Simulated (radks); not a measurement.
Species: Bi+. Configuration: [Xe] 4f14 5d9 6s1.5 6p3.5 (fractional occupations, a model configuration). Calculated with a radial shooting solver on a logarithmic mesh with Libxc functionals: Dirac Kohn-Sham, BLYP, spin-unpolarised, spherical densities, finite nucleus; open shells fill j = l - 1/2 first; Fermi nuclear charge, rms radius 5.5211 fm.

Radial electron density D(r) = 4 pi r^2 rho(r):

```
   r/bohr * D(r) (the largest magnitude, 154, reaches the edge; | marks zero)
0.0008181 |   *
 0.001109 |     *
 0.001503 |        *
 0.002053 |            *
 0.002782 |                 *
  0.00377 |                        *
  0.00511 |                                *
 0.006925 |                                       *
 0.009386 |                                           *
  0.01272 |                                          *
  0.01724 |                                       *
  0.02355 |                                      *
  0.03192 |                                             *
  0.04326 |                                                      *
  0.05863 |                                                    *
  0.07945 |                                            *
   0.1077 |                                               *
   0.1459 |                                                   *
   0.1978 |                                    *
   0.2702 |                              *
   0.3662 |                                  *
   0.4963 |                     *
   0.6726 |          *
   0.9116 |        *
    1.235 |    *
    1.674 | *
    2.269 |*
      3.1 *
    4.201 *
    5.694 *
    7.717 *
```

D(r) has 4 maxima, at r = 0.0106, 0.0488, 0.135, 0.346 bohr, and minima at 0.0209, 0.0868, 0.245 bohr, inside which lie 2.04, 11.06, 30.08 electrons.
